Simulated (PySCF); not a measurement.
**A computed series [M(H2O)5]3+**

Computed with PySCF 2.14.0, PBE0, def2-SVP on the ligands, density fitting, scalar-relativistic core potentials, no spin-orbit coupling, vacuum. Each member is relaxed from one template within its symmetry. Distances are means of the shortest metal–ligand contacts, charges and spins Mulliken's; removal energies are rigid, with the ligand's formal charge and no counterpoise, so too large; for an anion taken off a cation in vacuum most of it is the attraction of opposite charges, and multiply charged cations can part far more cheaply with an electron moved from ligand to metal. lcecp potentials hold a fixed number of 4f electrons in the core, out of states, spins and gaps.

Q: Order these by the M–H2O distance, lowest first.
A. Eu, lcecp-1-SVP with ECP52
B. Ce, def2-SVP with ECP28
C. Lu, def2-SVP with ECP28
D. Yb, lcecp-1-SVP with ECP59

A: C (2.220), D (2.263), A (2.361), B (2.414).

Q: What else do they give?

A: 
```json
{"metal": "Ce", "basis on the metal": "def2-SVP with ECP28", "state": "doublet", "point group": "C2v", "M–H2O (Å)": "2.414", "charge on M (e)": "1.73", "spin on M (e)": "1.01", "removal of one H2O (eV)": "2.63", "strongest infrared band, degenerate modes summed (cm⁻¹)": "–", "unstable modes (below −25 cm⁻¹)": "not given"}
{"metal": "Eu", "basis on the metal": "lcecp-1-SVP with ECP52", "state": "singlet + 4f6 in core", "point group": "C2v", "M–H2O (Å)": "2.361", "charge on M (e)": "1.58", "spin on M (e)": "–", "removal of one H2O (eV)": "2.85", "strongest infrared band, degenerate modes summed (cm⁻¹)": "641", "unstable modes (below −25 cm⁻¹)": "0"}
{"metal": "Yb", "basis on the metal": "lcecp-1-SVP with ECP59", "state": "singlet + 4f13 in core", "point group": "C2, nearly C2v", "M–H2O (Å)": "2.263", "charge on M (e)": "1.50", "spin on M (e)": "–", "removal of one H2O (eV)": "3.10", "strongest infrared band, degenerate modes summed (cm⁻¹)": "652", "unstable modes (below −25 cm⁻¹)": "0"}
{"metal": "Lu", "basis on the metal": "def2-SVP with ECP28", "state": "singlet", "point group": "C2, nearly C2v", "M–H2O (Å)": "2.220", "charge on M (e)": "1.61", "spin on M (e)": "0.00", "removal of one H2O (eV)": "3.14", "strongest infrared band, degenerate modes summed (cm⁻¹)": "–", "unstable modes (below −25 cm⁻¹)": "not given"}
```

Moved off a saddle point of the template and relaxed again: Eu, Yb, Lu. One start shape was tried for each, so a minimum needn't be the lowest isomer. Open shells may have lower solutions than those found.
